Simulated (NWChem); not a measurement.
# SiH2O2BrCl; SMILES O[Si](O)(Cl)Br

```xyz
7

O     -1.2357    -0.9992     1.3788
Si    -0.4179    -0.5870     0.0041
O     -1.4119    -0.8244    -1.3031
Cl     1.2512    -1.7861    -0.0411
Br     0.2573     1.5470     0.0198
H     -2.1124    -0.5845     1.4711
H     -1.1319    -0.3904    -2.1288
```
Atoms are numbered in this order, from 1.

Results from NWChem. Pople sets run with spherical d functions. All runs use the structure optimised with PBE-D3(BJ)/def2-SVP.

Question: Order these by “orbital gap (eV)”, lowest first: B3LYP/6-311G**; B3LYP/3-21G; B3LYP/STO-3G.

Answer: B3LYP/3-21G (7.63), B3LYP/6-311G** (7.79), B3LYP/STO-3G (8.00)
